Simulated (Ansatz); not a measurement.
`C[NH][Al]([F])[F]` + CH₄ → `C[NH][Al]([CH3])[F]` + H–F  (formal exchange of groups at the Al–F bond)

Program: Ansatz. Geometries: PBE0-D4/def2-TZVP. ΔE: electronic, gas phase. CBS: MP2 limit from def2 TZ/QZ plus the TZ coupled-cluster correction, frozen cores. This one scheme is used for every species. Functionals use def2-TZVPP. Each species was taken in one conformer, which may not be the lowest.

`C[NH][Al]([F])[F]`:

Z-matrix (Å, degrees):
```
C
N 1 1.450
H 1 1.092 2 110.0
H 1 1.096 2 112.1 3 -119.2
H 1 1.096 2 112.1 3 119.2
Al 2 1.747 1 127.9 3 -0.0
H 2 1.008 1 112.6 3 180.0
F 6 1.641 2 120.4 1 -0.0
F 6 1.641 2 120.8 1 180.0
```

CH₄:

Z-matrix (Å, degrees):
```
C
H 1 1.090
H 1 1.090 2 109.5
H 1 1.090 2 109.5 3 -120.0
H 1 1.090 2 109.5 3 120.0
```

`C[NH][Al]([CH3])[F]`:

Cartesian coordinates in Å:
```
C -1.762 0.659 0.155
N -0.897 0.209 -0.914
Al 0.761 -0.381 -0.820
C 1.781 -0.542 0.819
F 1.445 -0.813 -2.265
H -2.072 1.703 0.031
H -2.670 0.051 0.244
H -1.240 0.594 1.113
H -1.351 0.259 -1.814
H 2.082 -1.580 0.991
H 1.221 -0.207 1.695
H 2.701 0.048 0.765
```

H–F:

```xyz
2

F    -0.350    0.009   -0.298
H     0.350   -0.009    0.298
```

CCSD(T)/CBS gives +1.88 eV.

Q: Another level gave +1.82 eV. Which?
A. PBE-QIDH/def2-TZVPP
B. PBE0/def2-TZVPP
C. r2SCANh/def2-TZVPP
D. LDA (SPW92)/def2-TZVPP

A: B. PBE0 1.82, r2SCANh 1.92, LDA (SPW92) 1.72, PBE-QIDH 1.87 eV.

Q: What do rigid-rotor, harmonic-oscillator terms from PBE0-D4/def2-TZVP frequencies (298.15 K, 1 bar) make of the CCSD(T)/CBS value? (Best estimate.)

A: The calculation gave: ΔZPE = -0.07 eV, ΔH = +1.83 eV, ΔS = 15 J/(mol·K), ΔG = +1.79 eV. Modes under 50 cm⁻¹ make the entropy rough.

Largest T1 diagnostic among the species: 0.012.

In def2-TZVPP, CCSD(T) changes the Hartree–Fock value by −0.21 eV (the triples alone add −0.03 eV) and MP2 by −0.19 eV. At CCSD(T), def2-SVP lies +0.11 eV from the extrapolated value and def2-TZVPP +0.01 eV. From BLYP to BHLYP (50 % exact exchange), in def2-TZVPP and without D4, ΔE moves by +0.05 eV.
